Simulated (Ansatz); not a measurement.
**Worked example: GeH2(CH3)Cl + HI → GeH2(CH3)I + HCl**

Gas-phase species: GeH2(CH3)Cl, singlet; HI, singlet; GeH2(CH3)I, singlet; HCl (hydrogen chloride), singlet. The partners trade Cl for I: Ge–Cl and H–I bonds give way to Ge–I and H–Cl.

Shapes, held fixed at every level: PBE0-D4/def2-TZVP. Programs: Ansatz 0.2.0. The zero-point and thermal change to 298 K, harmonic and unscaled (PBE0-D4/def2-TZVP), is +2.9 kJ/mol.

At CCSD(T)/def2-TZVPP; 1 Eh = 2625.50 kJ/mol:

```
    species   energy (Eh)
GeH2(CH3)Cl  -2576.418441
         HI   -297.737430
 GeH2(CH3)I  -2413.827914
        HCl   -460.331246
```

Q: Work out ΔH(298 K) of the reaction at this level.

A: 
1. Products less reactants: (-2413.827914) + (-460.331246) − [(-2576.418441) + (-297.737430)] = -0.003289 Eh = -8.6 kJ/mol.
2. With the thermal change: -8.6 + (+2.9) = -5.7 kJ/mol.

Other levels give -9.8 (PBE0-D4/def2-TZVPP) to -1.9 kJ/mol (HF/def2-TZVPP). No measured value is set beside it here. For atoms past krypton def2 sets carry core potentials with scalar relativity. Relativity is left out for Ge. Outer-core shells of Ge, I are correlated, in sets that cover them unevenly.
